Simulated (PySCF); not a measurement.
Ligands exchanged one at a time, Ge OH-SH. All species are isolated molecules in the gas phase. One relaxed conformer stands for each flexible species; it need not be the lowest. Strings in code marks are SMILES.

The four lowest singlet excitations (Tamm–Dancoff). All values below come from B3LYP-D3(BJ)/def2-TZVP (PySCF). B3LYP has the VWN-RPA correlation part, as in Gaussian. Excitations are Tamm–Dancoff values on a coarser integration grid. The basis has no diffuse functions, so Rydberg states are missing or too high.

| state | energy (eV) | wavelength (nm) | oscillator strength |
|---|---|---|---|
| S1 | 5.64 | 220 | 0.016 |
| S2 | 6.27 | 198 | 0.007 |
| S3 | 6.92 | 179 | 0.027 |
| S4 | 7.05 | 176 | 0.104 |

Question: Say which member gives these states.
A) `[OH][Ge]([OH])([OH])[OH]`
B) `[OH][Ge]([OH])([OH])[SH]`
C) `[SH][Ge]([SH])([SH])[SH]`
D) `[OH][Ge]([SH])([SH])[SH]`

Answer: B, `[OH][Ge]([OH])([OH])[SH]`
